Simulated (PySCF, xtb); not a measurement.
B(SH)3 (BH3S3), SMILES SB(S)S.

Geometry: PBE0-D3(BJ)/def2-SVP. One conformer was computed; it need not be the lowest.

Calculation: PySCF 2.14.0 with C-PCM-PBE0/def2-SVP.

The values are the electrostatic part of the solvation free energy, E(continuum) − E(gas) at the gas-phase geometry, in a cavity of scaled van der Waals radii (PySCF's table); cavitation and dispersion terms are not included. In vacuum the orbital gap is 7.02 eV. The dipole moment in vacuum is 1.91 D.

```csv
solvent,ε,ΔG(elec) (kcal/mol),dipole (D),gap (eV)
water,78.36,-5.7,2.77,7.05
1-octanol,9.86,-5.1,2.67,7.05
ethylethanoate,5.99,-4.7,2.60,7.04
```

For comparison, GFN2-xTB/ALPB(water) (xtb, at the GFN2-xTB geometry, all terms of that model) gives -1.8 kcal/mol.
